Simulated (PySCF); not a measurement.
# Excitation energy of Fe²⁺ by level of theory

Fe²⁺ [Ar] 3d6 (5D) → Fe²⁺ [Ar] 3d5 4s1 (7S), as a difference of total energies. Computed with PySCF 2.14 in x2c-TZVPPall with one added diffuse shell each of s, p, d, f type (7s6p5d3f1g, 80 functions), with scalar relativity by spin-free X2C-1e. Correlated levels: valence and next inner shell: [Ne] frozen. The calculations carry no spin-orbit coupling.

```csv
method,excitation energy (eV)
UHF,2.375
MP2 (valence and next inner shell),3.677
SCS-MP2 (valence and next inner shell),3.888
CCSD (valence and next inner shell),3.459
CCSD(T) (valence and next inner shell),3.484
```

Task: How much does correlation contribute at CCSD(T) (valence and next inner shell)?

Result: 3.484 − (2.375) = 1.109 eV, measured against UHF.
